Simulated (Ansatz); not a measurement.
Geometry optimisation, RKS B3LYP-D4/6-31G in Ansatz.

input.yaml

```yaml
crystal:
  periodic: [false, false, false]
  atoms:
    - { symbol: Si, position_ang: [0.0, 0.0, 0.0] }
    - { symbol: F, position_ang: [0.0, 0.0, 1.59] }
    - { symbol: "N", position_ang: [1.7163, 0.0, -0.6061] }
    - { symbol: C, position_ang: [2.4072, -1.273, -0.8567] }
    - { symbol: H, position_ang: [1.7433, -1.947, -1.4373] }
    - { symbol: H, position_ang: [3.3364, -1.083, -1.4334] }
    - { symbol: H, position_ang: [2.6645, -1.7518, 0.1112] }
    - { symbol: C, position_ang: [2.4114, 1.273, -0.8449] }
    - { symbol: H, position_ang: [3.0382, 1.1875, -1.757] }
    - { symbol: H, position_ang: [1.6647, 2.0824, -0.9844] }
    - { symbol: H, position_ang: [3.0569, 1.5118, 0.0259] }
    - { symbol: "N", position_ang: [-0.8572, 1.4851, -0.6061] }
    - { symbol: C, position_ang: [-2.2719, 1.4087, -0.9981] }
    - { symbol: H, position_ang: [-2.8245, 0.7784, -0.2704] }
    - { symbol: H, position_ang: [-2.7088, 2.429, -1.0098] }
    - { symbol: H, position_ang: [-2.3521, 0.9607, -2.0106] }
    - { symbol: C, position_ang: [-0.1354, 2.762, -0.7039] }
    - { symbol: H, position_ang: [-0.2436, 3.1711, -1.73] }
    - { symbol: H, position_ang: [-0.5567, 3.4827, 0.0276] }
    - { symbol: H, position_ang: [0.9399, 2.5975, -0.4831] }
    - { symbol: H, position_ang: [-0.6877, -1.1914, -0.4862] }
basis:
  gaussian: { orbitals: "6-31G" }
hamiltonian:
  xc: b3lyp
  dispersion: d4
relax:
  f_tol: 0.02
  max_steps: 40
```

Run as:

```bash
$ ansatz run input.yaml --threads 2 --pin off --max-ram 3072MiB --backend cpu --events-out ev --progress --plain --runs-dir out
```

Question: Where does it end, and by what steps?

Answer: The run converged. Limits of this set-up: no polarisation functions. After 25 steps the energy has fallen by 2.063 eV; H14 moved furthest, 2.87 Å.

```
step  energy less start (eV)  largest force component (eV/Å)  accepted
   0                  0.0000                           5.029       yes
   1                 -1.2202                           2.833       yes
   2                 -1.5780                           0.824       yes
   3                 -1.7174                           0.455       yes
   4                 -1.7849                           0.221       yes
   5                 -1.8305                           0.202       yes
   6                 -1.8715                           0.202       yes
   7                 -1.8933                           0.505       yes
   8                 -1.9255                           0.474       yes
   9                 -1.9468                           0.181       yes
  10                 -1.9574                           0.284       yes
  11                 -1.9677                           0.161       yes
  12                 -1.9777                           0.077       yes
  13                 -1.9831                           0.115       yes
  14                 -1.9873                           0.085       yes
  15                 -1.9948                           0.186       yes
  16                 -2.0013                           0.161       yes
  17                 -2.0119                           0.227       yes
  18                 -2.0202                           0.244       yes
  19                 -2.0311                           0.289       yes
  20                 -2.0415                           0.347       yes
  21                 -2.0515                           0.266       yes
  22                 -2.0593                           0.177       yes
  23                 -2.0624                           0.095       yes
  24                 -2.0634                           0.030       yes
  25                 -2.0635                           0.009       yes
```

```xyz
21
Properties=species:S:1:pos:R:3
Si 0.345 0.474 0.400
F 0.954 1.305 1.764
N 1.537 -0.114 -0.729
C 2.043 -1.487 -0.695
H 1.436 -2.097 -0.019
H 2.000 -1.941 -1.696
H 3.087 -1.528 -0.350
C 2.263 0.783 -1.632
H 2.213 0.414 -2.667
H 1.815 1.779 -1.599
H 3.323 0.866 -1.351
N -0.619 1.702 -0.396
C -1.136 1.506 -1.751
H -0.701 0.607 -2.197
H -2.233 1.400 -1.756
H -0.879 2.362 -2.392
C -1.108 2.908 0.275
H -0.848 3.804 -0.308
H -2.203 2.890 0.395
H -0.647 2.999 1.260
H -0.301 -0.749 0.980
```

Whether the end is a true minimum wasn't checked by a vibrational analysis.

The run took 5.7 min on 2 threads of Intel(R) Xeon(R) Processor @ 2.50GHz (Skylake/Cascade Lake), with other jobs on the host, peak memory 0.34 GiB.
